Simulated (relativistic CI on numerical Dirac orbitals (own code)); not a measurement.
Pt⁴⁺ (5d6) in a crystal field

Calculated by Dirac-Coulomb-Breit CI, KLI orbitals optimised for each configuration, model QED, valence Slater integrals scaled by 0.9, one configuration in a parametric crystal field (own radial code). With so little scaling, terms lie 10 to 35 % too far apart, which can change the order of excited levels.

Field parameters in Wybourne normalisation: Oh B⁴₀ = 21Dq, B⁴₄ = √(5/14) B⁴₀. The field is a parameter set, without covalency.

S is read from ⟨S²⟩ = S(S + 1).

Site symmetry Oh; labels are those of the double group. Computed levels in cm⁻¹ above the lowest, in rising order:

| Δ (size of 10Dq) | Lowest | No. 2 | No. 3 | No. 4 | No. 5 | No. 6 | No. 7 | No. 8 |
| --- | --- | --- | --- | --- | --- | --- | --- | --- |
| 8500 | A1 | 75 E | 180 T2 | 574 T1 | 4810 T2 | 6226 T1 | 10383 E | 10886 A1 |
| 15300 | A1 | 3617 E | 4504 T1 | 4898 T2 | 7798 T2 | 10482 T1 | 11330 A1 | 14796 E |
| 22100 | A1 | 9933 E | 11246 T1 | 11821 T2 | 15775 T2 | 17475 A1 | 18231 T1 | 21170 E |
| 28900 | A1 | 16652 E | 18271 T2 | 18331 T1 | 24565 A1 | 25556 T1 | 26397 T2 | 28116 E |
| 35700 | A1 | 23327 E | 24725 T2 | 25247 T1 | 31278 A1 | 32261 T1 | 34591 E | 35670 T2 |
| 42500 | A1 | 29996 E | 31253 T2 | 32063 T1 | 37801 A1 | 38864 T1 | 41074 E | 42692 T2 |

Ground-state S against |10Dq| in cm⁻¹: 8500: 1.59, 15300: 0.98, 22100: 0.55, 28900: 0.35, 35700: 0.24, 42500: 0.18.

The spin changes between |10Dq| = 8500 and 15300 cm⁻¹.
